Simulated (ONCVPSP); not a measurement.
## Reading a pseudo-wave (H (Z = 1))

Columns: radius, all-electron u(r) and pseudo u(r) of the 1s shell (level -6.49 eV) of hydrogen in the configuration 1s1; PBE, scalar-relativistic, ONCV scheme, ONCVPSP 4.0.1.

```json
{"r (bohr)": "0.045", "all-electron": "0.0825", "pseudo": "0.0691"}
{"r (bohr)": "0.090", "all-electron": "0.1578", "pseudo": "0.1373"}
{"r (bohr)": "0.135", "all-electron": "0.2260", "pseudo": "0.2037"}
{"r (bohr)": "0.180", "all-electron": "0.2878", "pseudo": "0.2672"}
{"r (bohr)": "0.225", "all-electron": "0.3436", "pseudo": "0.3269"}
{"r (bohr)": "0.270", "all-electron": "0.3938", "pseudo": "0.3820"}
{"r (bohr)": "0.315", "all-electron": "0.4389", "pseudo": "0.4322"}
{"r (bohr)": "0.360", "all-electron": "0.4792", "pseudo": "0.4773"}
{"r (bohr)": "0.405", "all-electron": "0.5150", "pseudo": "0.5173"}
{"r (bohr)": "0.450", "all-electron": "0.5468", "pseudo": "0.5525"}
{"r (bohr)": "0.495", "all-electron": "0.5747", "pseudo": "0.5827"}
{"r (bohr)": "0.540", "all-electron": "0.5992", "pseudo": "0.6080"}
{"r (bohr)": "0.585", "all-electron": "0.6204", "pseudo": "0.6287"}
{"r (bohr)": "0.630", "all-electron": "0.6387", "pseudo": "0.6453"}
{"r (bohr)": "0.675", "all-electron": "0.6543", "pseudo": "0.6586"}
{"r (bohr)": "0.720", "all-electron": "0.6673", "pseudo": "0.6696"}
{"r (bohr)": "0.765", "all-electron": "0.6780", "pseudo": "0.6789"}
{"r (bohr)": "0.810", "all-electron": "0.6867", "pseudo": "0.6869"}
{"r (bohr)": "0.855", "all-electron": "0.6933", "pseudo": "0.6933"}
{"r (bohr)": "0.900", "all-electron": "0.6982", "pseudo": "0.6982"}
{"r (bohr)": "0.945", "all-electron": "0.7015", "pseudo": "0.7015"}
{"r (bohr)": "0.990", "all-electron": "0.7032", "pseudo": "0.7032"}
{"r (bohr)": "1.035", "all-electron": "0.7037", "pseudo": "0.7037"}
{"r (bohr)": "1.080", "all-electron": "0.7028", "pseudo": "0.7028"}
{"r (bohr)": "1.125", "all-electron": "0.7009", "pseudo": "0.7009"}
{"r (bohr)": "1.170", "all-electron": "0.6979", "pseudo": "0.6979"}
```

(1) How many radial nodes do the two functions have?

(2) At about which radius was the pseudo-wave matched?

(3) Is the pseudo-wave norm-conserving?

## Answers

(1) The all-electron 1s function has n − l − 1 = 0; the pseudo-wave has 0.

(2) 0.90 bohr. The columns agree to 0.0005 from 0.81 bohr on; several derivatives are matched, so the curves merge somewhat inside the radius.

(3) Yes: the ONCV scheme keeps the norm inside the radius equal to the all-electron one, which fixes the energy derivative of the logarithmic derivative at the level.
